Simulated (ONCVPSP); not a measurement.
gold (Au): one change to an ONCV potential, before and after

```json
{
  "Element": "gold (Au)",
  "Generator": "ONCVPSP 4.0.1",
  "Type": "optimised norm-conserving Vanderbilt (ONCV)",
  "Functional": "PBE",
  "Relativity": "scalar-relativistic",
  "Frozen core": "[Kr] 4d10 4f14",
  "Valence charge": "19",
  "Reference configuration": "5s2 5p6 5d10 6s1",
  "Partial waves": "5s+6s: rc 1.25 bohr, ncon 4, nbas 7, qcut 7.6 1/bohr, 2 projectors; 5p: rc 1.35 bohr, ncon 4, nbas 7, qcut 8 1/bohr, 2 projectors, debl 2.1 Ha; 5d: rc 1.55 bohr, ncon 4, nbas 8, qcut 6.6 1/bohr, 2 projectors, debl 0.8 Ha; f scattering state at 0.09 Ha: rc 1.35 bohr, ncon 3, nbas 6, qcut 7.8 1/bohr, 1 projector",
  "Local potential": "polynomial inside 1.00 bohr (lpopt 5, dvloc0 -1 Ha)",
  "Core correction": "none"
}
```

In the p channel the program set the typed energies aside and used -2.197, 0.250 Ha.

All-electron outer shells of the reference configuration (PBE, scalar-relativistic, ld1.x):

```csv
shell,level (eV),outermost node (bohr),outermost maximum (bohr)
5s,-108.37,0.48,0.84
4f,-81.12,–,0.37
5p,-59.78,0.52,0.96
5d,-6.88,0.56,1.21
6s,-5.76,1.11,2.32
```

Change: all radii scaled by about 1.13 (s 1.42, p 1.52, d 1.76, f 1.52 bohr); local potential polynomial inside 1.12 bohr (lpopt 5, dvloc0 -1 Ha).

Cutoffs: the cutoffs (Ha) at which the residual kinetic energy of the hardest occupied pseudo-wave falls to 1 and 0.1 mHa per electron; they do not see the model core or the augmentation charge, which bear on the density cutoff. Errors are all-electron minus pseudo energies relative to the spin-unpolarised reference configuration.

**Question.** How do hardness, ghosts and transferability respond?

**Answer.** The potential gets softer (36 Ha and 77 Ha → 25 Ha and 37 Ha); of the 4 tests that both files solve, the error grows in 0 and shrinks in 1 by more than 15 % and 0.3 meV (median size 10.2 → 9.7 meV); neither file shows a bound ghost. A larger radius leaves more room for a smooth pseudo-wave, so fewer plane waves are needed.

| quantity | base | changed |
| --- | --- | --- |
| cutoff, loose | 36 Ha | 25 Ha |
| cutoff, tight | 77 Ha | 37 Ha |
| loose cutoff by channel | s 36 Ha, p 29 Ha, d 20 Ha | s 25 Ha, p 23 Ha, d 19 Ha |
| bound ghosts | none | none |
| GHOST(+) flags under 300 eV | s at 98.4 eV | s at 157.0 eV |
| error for 5s2 5p6 5d10 6s0, meV [ΔE 9.41 eV] | -3.7 | -3.9 |
| error for 5s2 5p6 5d9 6s0, meV [ΔE 30.62 eV] | -5.7 | -5.9 |
| error for 5s2 5p6 5d8 6s0, meV [ΔE 64.49 eV] | -15 | -13 |
| error for 5s2 5p6 5d7 6s0, meV [ΔE 112.21 eV] | -35 | -27 |
